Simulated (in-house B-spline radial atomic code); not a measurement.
What moves the levels of neutral holmium ([Xe] 4f11 6s2)? Computed with a radial B-spline atomic code at the basis-set limit: Dirac-Hartree-Fock, average of configuration, Fermi nucleus of rms radius 5.2022 fm.

Baseline run (computed): total energy -12621.3769 hartree, 1s1/2 at -2056.167 hartree, 6s1/2 at -5.1672 eV with <r> = 4.376 bohr.

Scaling the speed of light c (a factor of 100 is close to the non-relativistic limit):

```
c/c0  ΔE (hartree)  6s1/2 level (eV)  6s1/2 <r> (bohr)
0.95       -69.294          -5.21301             4.341
0.98       -26.196          -5.18439             4.363
1.02        24.395          -5.15143             4.389
 1.2        185.16          -5.05096             4.471
 100        556.48          -4.84034             4.657
```

Changing the nucleus:

```json
{"nucleus": "Gaussian nucleus of rms radius 5.2022 fm", "ΔE (eV)": "-0.191"}
{"nucleus": "uniform spherical nucleus of rms radius 5.2022 fm", "ΔE (eV)": "0.0517"}
{"nucleus": "Gaussian nucleus of rms radius 0.01 fm", "ΔE (eV)": "-32.4"}
{"nucleus": "Fermi nucleus of rms radius 5.0982 fm", "ΔE (eV)": "-1.12"}
{"nucleus": "Fermi nucleus of rms radius 5.3062 fm", "ΔE (eV)": "1.13"}
```

A larger nucleus binds the electrons less, roughly as the density at the nucleus times the change of the nuclear <r²>. At equal rms radius the shape enters only through higher moments. A radius of 0.01 fm is nearly a point.

(1) The nuclear charge is raised by 0.1. What does the Hellmann-Feynman theorem predict for the energy, and what is found?

Answers

(1) dE/dZ ≈ -Σ<1/r>, which is -465.441 at the start and -466.491 at the end; their mean times 0.1 is -46.597 hartree, and the two runs differ by -46.595 hartree.
